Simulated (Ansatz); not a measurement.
Basis-set extrapolation for `CCB(O)S` (PBE0-D4/def2-TZVP geometry, frozen core, the Gaussian-basis code of Ansatz). Multiplicity 1, RHF reference.

```json
{"": "HF", "def2-TZVPP": "-577.070809", "def2-QZVPP": "-577.090400"}
{"": "MP2 correlation", "def2-TZVPP": "-0.869149", "def2-QZVPP": "-0.932875"}
{"": "CCSD(T) correlation", "def2-TZVPP": "-0.955004", "def2-QZVPP": "not run"}
```

Energies in hartree. Use E(X) = E(∞) + A·exp(−7.88·√X) for Hartree–Fock and E(X) = E(∞) + B·X^(−2.97) for correlation, with X = 3 and 4, and add CCSD(T) minus MP2 of the smaller set to the MP2 limit.

What is the CCSD(T) energy at the basis-set limit?

HF limit: -577.090400 + (-0.019591) × 0.13774 = -577.09310. MP2 limit: -0.932875 + (-0.063726) × 0.74074 = -0.98008. Higher-order term: -0.955004 − (-0.869149) = -0.08586. Total: -578.15904 hartree, 349.8 kJ/mol below CCSD(T)/def2-TZVPP.
